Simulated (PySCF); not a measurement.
Two species compared at the same levels of theory.

First species: C4H8OS.
SMILES: `C=C(OC)SC`

Second species: C3H5F3O2Si.
Cartesian coordinates in Å at the GFN2-xTB level; atoms count from 1:
```
atom  x, y, z in Å
O1     0.491    1.714   -1.058
C2     0.111    0.829   -0.345
C3    -1.310    0.783    0.222
C4    -1.766   -0.625    0.550
F5    -3.079   -0.649    0.839
F6    -1.592   -1.474   -0.470
F7    -1.143   -1.149    1.610
O8     0.852   -0.178    0.041
Si9    2.438   -0.410   -0.453
H10   -1.342    1.377    1.139
H11   -1.997    1.223   -0.503
H12    3.214    0.747   -0.023
H13    2.433   -0.563   -1.902
H14    2.689   -1.626    0.301
```

Levels: PBE0/pcSseg-1 for dipole moment, HOMO energy, LUMO energy and HOMO–LUMO gap; GFN2-xTB for rotational constant A and rotational constant C. Geometries: GFN2-xTB. Each structure is a single optimised conformer of the isolated species, non-relativistic unless stated. Electronic properties by PySCF.

Dipoles, sizes and rotational constants follow the conformer. The torsions of the flexible species, by atom-mapped SMILES:
- `[CH2:1]=[C:2]([O:3][CH3:4])[S:5][CH3:6]`: C1–C2–O3–C4 0°, C1–C2–S5–C6 180°
- `[O:1]=[C:2]([CH2:3][C:4]([F:5])([F:6])[F:7])[O:8][SiH3:9]`: O1–C2–C3–C4 154°, C2–C3–C4–F5 -170°, O1–C2–O8–Si9 -2°

Values for the first species:

- Dipole moment: 2.31 D
- HOMO energy: -5.91 eV
- LUMO energy: 0.96 eV
- HOMO–LUMO gap: 6.87 eV
- Rotational constant A: 4.720 GHz
- Rotational constant C: 1.527 GHz

(1) Estimate the same properties for the second species, and the change in each.

Results:

(1) 
```json
{"property": "dipole moment", "first": "2.31 D", "second": "1.37 D", "second less first": "-0.94 D"}
{"property": "HOMO energy", "first": "-5.91 eV", "second": "-8.63 eV", "second less first": "-2.72 eV"}
{"property": "LUMO energy", "first": "0.96 eV", "second": "-0.36 eV", "second less first": "-1.32 eV"}
{"property": "HOMO–LUMO gap", "first": "6.87 eV", "second": "8.27 eV", "second less first": "+1.40 eV"}
{"property": "rotational constant A", "first": "4.720 GHz", "second": "2.621 GHz", "second less first": "-2.099 GHz"}
{"property": "rotational constant C", "first": "1.527 GHz", "second": "0.720 GHz", "second less first": "-0.807 GHz"}
```

On the first: The dipole matches unit charges of opposite sign 0.48 Å apart (1 e·Å = 4.8032 D).

On the second: The dipole matches unit charges of opposite sign 0.29 Å apart (1 e·Å = 4.8032 D).
